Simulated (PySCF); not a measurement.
**TDDFT excited states: C10H26N2Si**

Compound: SiMe2(NHtBu)2, C₁₀H₂₆N₂Si.
InChI=1S/C10H26N2Si/c1-9(2,3)11-13(7,8)12-10(4,5)6/h11-12H,1-8H3

Theory: TDDFT PBE0/def2-SVPD, vertical, gas phase, core orbitals frozen in the response in PySCF. The structure is a single PBE0-D3(BJ)/def2-SVP conformer in the gas phase; no vibrational or solvent corrections.

```
state  λ (nm)  E (eV)       f  main configurations (H = HOMO, L = LUMO)
   S1   219.2    5.66   0.029                                 H→L (93%)
   S2   214.7    5.78   0.029                               H-1→L (88%)
   S3   194.7    6.37  0.0013                  H→L+1 (81%), H→L+2 (12%)
   S4   192.1    6.45  0.0001                 H-1→L+1 (74%), H-1→L (9%)
   S5   190.2    6.52  0.0030     H→L+2 (46%), H→L+3 (28%), H→L+1 (10%)
   S6   186.6    6.64  0.0012                  H→L+3 (59%), H→L+2 (32%)
   S7   184.7    6.71  0.0016              H-1→L+2 (79%), H-1→L+3 (10%)
   S8   181.8    6.82  0.0062              H-1→L+3 (80%), H-1→L+2 (12%)
   S9   177.5    6.99   0.011                               H→L+4 (76%)
  S10   172.9    7.17   0.019                  H→L+5 (75%), H→L+6 (11%)
```

Triplets, Tamm–Dancoff:

| state | E (eV) | λ (nm) | main configurations (H = HOMO, L = LUMO) |
| --- | --- | --- | --- |
| T1 | 5.55 | 223.4 | H→L (89%) |
| T2 | 5.65 | 219.3 | H-1→L (81%), H-1→L+1 (11%) |
| T3 | 6.33 | 195.8 | H→L+1 (66%), H→L+2 (16%) |
| T4 | 6.36 | 195.0 | H-1→L+1 (56%), H-1→L (15%) |

The lowest singlet comes at 219 nm (546 kJ/mol) in the ultraviolet; it is weak; its leading configuration is HOMO→LUMO (93%). The largest oscillator strength of a single state is 0.029. Löwdin shares by element: HOMO nitrogen 54% or more, carbon 14% or more, silicon 7% (atoms not listed hold the other 26%); LUMO carbon 15% or more, silicon 8% (atoms not listed hold the other 78%). The oscillator strengths of these states sum to 0.101; summed over the whole spectrum of an exact calculation they would give the number of electrons, 114 (Thomas–Reiche–Kuhn). Of the 10 states listed, 4 reach f = 0.01 and 1 stays under 0.0005. The listed states span 1.52 eV, and the widest gap between neighbours is 0.59 eV (S2 to S3). Singlets were solved by full linear response, triplets in the Tamm–Dancoff approximation.

Without π bonds the low states are Rydberg-like; a valence basis with one diffuse set may place them up to an eV too high.
